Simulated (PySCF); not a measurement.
## Pd: excitation energy

Pd [Kr] 4d10 (1S) → Pd [Kr] 4d9 5s1 (3D), as a difference of total energies. Calculation: PySCF 2.14, in aug-cc-pVTZ-DK (9s8p6d3f2g, 102 functions); the spin-free X2C one-electron Hamiltonian (Gaussian nucleus). Correlated levels: valence: [Kr] frozen. The calculations carry no spin-orbit coupling.

```csv
method,excitation energy (eV)
UHF,-0.074
MP2 (valence),1.315
SCS-MP2 (valence),1.267
CCSD (valence),0.826
CCSD(T) (valence),0.945
```

Problem. How much does correlation contribute at CCSD(T) (valence)?

Solution. 0.945 − (-0.074) = 1.019 eV, measured against UHF.

A first-order spin-orbit estimate (lowest level to lowest level, LS coupling) adds -0.183 eV.
